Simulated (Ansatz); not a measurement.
Z-matrix (Å, degrees):
```
Si
C 1 1.848
S 1 2.160 2 112.5
H 1 1.483 2 109.4 3 -122.8
H 1 1.484 2 112.5 3 114.1
C 2 1.330 1 121.6 3 120.0
H 2 1.088 1 119.4 3 -59.6
Si 3 2.105 1 102.1 2 -51.2
H 6 1.086 2 121.7 1 -0.7
H 6 1.086 2 122.1 1 179.8
Cl 8 2.046 3 112.3 1 -43.0
Cl 8 2.044 3 112.6 1 78.8
H 8 1.473 3 107.8 1 -162.5
```

The species carries charge 0 and has multiplicity 1.

(1) List the PBE0/def2-TZVPP orbital energies in eV (Ansatz). (An estimate is asked.)

## Answers

(1) Computed: Occupied: -2767.70, -2767.60, -2422.49, -1805.02, -1803.30, -278.81, -278.48, -259.56, -259.46, -217.88, -197.84, -197.74, -197.71, -197.70, -197.60, -197.60, -161.68, -161.63, -161.55, -147.09, -145.59, -101.79, -101.77, -101.71, -100.29, -100.22, -100.21, -23.85, -23.11, -21.92, -20.58, -16.76, -15.27, -14.46, -13.12, -11.92, -11.80, -11.72, -11.25, -10.14, -10.01, -9.78, -9.57, -9.40, -9.31, -8.85, -8.28, -7.82. Lowest empty: -1.00, -0.25, 0.04, 0.34, 0.97, 1.22, 1.43, 1.76.
